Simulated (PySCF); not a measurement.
C4H10Ga (SMILES C[CH2][Ga][CH2]C), doublet, at a GFN2-xTB geometry (such geometries of metal compounds can be far from the true shape) (the spin is typed, not shown lowest); CAMB3LYP/3-21G (PySCF).

The PySCF input:
```python
from pyscf import gto, scf, dft

mol = gto.Mole()
mol.atom = '''
    Ga    0.29340128    0.50836501    0.43322497
    C     1.39032336   -1.33519047    0.94378139
    C     1.02252615   -2.39459966   -0.08734467
    H     1.11211080   -1.66803198    1.94993458
    H     2.47100930   -1.15629593    0.94192441
    H     1.31280384   -2.07454094   -1.08980203
    H    -0.05457994   -2.57102279   -0.09045035
    H     1.51973782   -3.34585680    0.11933185
    C    -1.36430948    0.31834187   -1.00744777
    C    -2.01998177    1.66525240   -1.29034187
    H    -2.09823473   -0.38438905   -0.59614511
    H    -0.97066620   -0.11730328   -1.93293337
    H    -1.29452604    2.36707791   -1.70634517
    H    -2.42301241    2.09814249   -0.37271991
    H    -2.84143175    1.57008050   -2.00465158
'''
mol.basis = '3-21g'
mol.spin = 1
mol.verbose = 5
mol.build()

mf = dft.UKS(mol)
mf.xc = 'camb3lyp'
mf.grids.atom_grid = (75, 302)
mf.kernel()
mf.analyze()
```

Q: Predict the main parts of the log of this PySCF run.

A: 
```
PySCF version 2.14.0

[INPUT] verbose = 5
[INPUT] max_memory = 4000
[INPUT] num. atoms = 15
[INPUT] num. electrons = 65
[INPUT] charge = 0
[INPUT] spin (= nelec alpha-beta = 2S) = 1
[INPUT] symmetry False subgroup None
[INPUT] Mole.unit = angstrom
[INPUT] Symbol           X                Y                Z      unit          X                Y                Z       unit  Magmom
[...]
[INPUT] ---------------- BASIS SET ----------------
[INPUT] l, kappa, [nprim/nctr], expnt,             c_1 c_2 ...
[INPUT] H
[...]
                                0.824547          0.904691
[...]
[INPUT] Ga
[...]
                                718.92054         0.373611
                                157.44592         0.684363
[...]
                                45.69171          0.092696
                                14.13297          0.962287
[...]
                                4.860842          -0.323188
                                1.549111          -0.864391
[...]
                                0.188399          1.128022
[...]
                                45.69171          0.573178
                                14.13297          0.449086
[...]
                                4.860842          0.483314
                                1.549111          0.59243
[...]
                                0.188399          0.988466
[...]
                                5.393166          0.511674
                                1.333883          0.589873
[INPUT] C
[...]
                                25.9109           0.358794
                                5.53335           0.700713
[...]
                                0.770545          1.21584
[...]
                                0.770545          0.860619
[...]
nuclear repulsion = 312.938704296763
number of shells = 50
number of NR pGTOs = 144
number of NR cGTOs = 78
basis = 3-21g
ecp = {}

******** <class 'pyscf.dft.uks.UKS'> ********
method = UKS
initial guess = minao
damping factor = 0
level_shift factor = 0
DIIS = <class 'pyscf.scf.diis.CDIIS'>
diis_start_cycle = 1
diis_space = 8
diis_damp = 0
SCF conv_tol = 1e-09
SCF conv_tol_grad = None
SCF max_cycles = 50
direct_scf = True
direct_scf_tol = 1e-13
number electrons alpha = 33  beta = 32
XC library pyscf.dft.libxc version 7.1.2
    S. Lehtola, C. Steigemann, M. J. T. Oliveira, and M. A. L. Marques,  SoftwareX 7, 1–5 (2018)
XC functionals = camb3lyp
    T. Yanai, D. P. Tew, and N. C. Handy,  Chem. Phys. Lett. 393, 51 (2004)
radial grids:
[...]
converged SCF energy = -2072.9397032072  <S^2> = 0.75557191  2S+1 = 2.0055642
Total Energy =                       -2072.939703207197454
[...]
spin_pop of  8 C 3py       0.00008
spin_pop of  8 C 3pz       0.00019
spin_pop of  9 C 1s        0.00000
spin_pop of  9 C 2s       -0.00061
spin_pop of  9 C 3s        0.00002
spin_pop of  9 C 2px      -0.00116
spin_pop of  9 C 2py      -0.00377
spin_pop of  9 C 2pz      -0.00066
spin_pop of  9 C 3px       0.00003
spin_pop of  9 C 3py       0.00005
spin_pop of  9 C 3pz       0.00002
spin_pop of  10 H 1s        0.00089
spin_pop of  10 H 2s        0.00028
spin_pop of  11 H 1s        0.00100
spin_pop of  11 H 2s        0.00030
spin_pop of  12 H 1s        0.00141
spin_pop of  12 H 2s        0.00004
spin_pop of  13 H 1s        0.00135
spin_pop of  13 H 2s        0.00004
spin_pop of  14 H 1s        0.00114
spin_pop of  14 H 2s        0.00002
 ** Mulliken Spin Density (per atom)  **
spin density of  0 Ga =      0.63613
spin density of  1 C =      0.18197
spin density of  2 C =      0.00065
spin density of  3 H =     -0.00391
spin density of  4 H =     -0.00609
spin density of  5 H =      0.00268
spin density of  6 H =      0.00260
spin density of  7 H =      0.01483
spin density of  8 C =      0.17077
spin density of  9 C =     -0.00609
spin density of  10 H =      0.00117
spin density of  11 H =      0.00130
spin density of  12 H =      0.00144
spin density of  13 H =      0.00138
spin density of  14 H =      0.00116
 ** Mulliken pop alpha/beta on meta-lowdin orthogonal AOs **
 ** Mulliken pop       alpha | beta **
In total            33.00000 | 32.00000
 ** Mulliken atomic charges   ( Nelec_alpha | Nelec_beta ) **
charge of  0Ga =      0.33762  (    15.64926     15.01313 )
charge of  1C =     -0.35291  (     3.26744      3.08547 )
charge of  2C =     -0.28081  (     3.14073      3.14008 )
charge of  3H =      0.09478  (     0.45066      0.45457 )
charge of  4H =      0.09513  (     0.44939      0.45548 )
charge of  5H =      0.08999  (     0.45635      0.45366 )
charge of  6H =      0.09292  (     0.45484      0.45224 )
charge of  7H =      0.09610  (     0.45937      0.44453 )
charge of  8C =     -0.35537  (     3.26307      3.09230 )
charge of  9C =     -0.27897  (     3.13644      3.14253 )
charge of  10H =      0.09285  (     0.45416      0.45299 )
charge of  11H =      0.09358  (     0.45386      0.45256 )
charge of  12H =      0.09131  (     0.45507      0.45362 )
charge of  13H =      0.09131  (     0.45503      0.45365 )
charge of  14H =      0.09246  (     0.45435      0.45319 )
Dipole moment(X, Y, Z, Debye): -0.01844, -0.32863, -0.06628
```
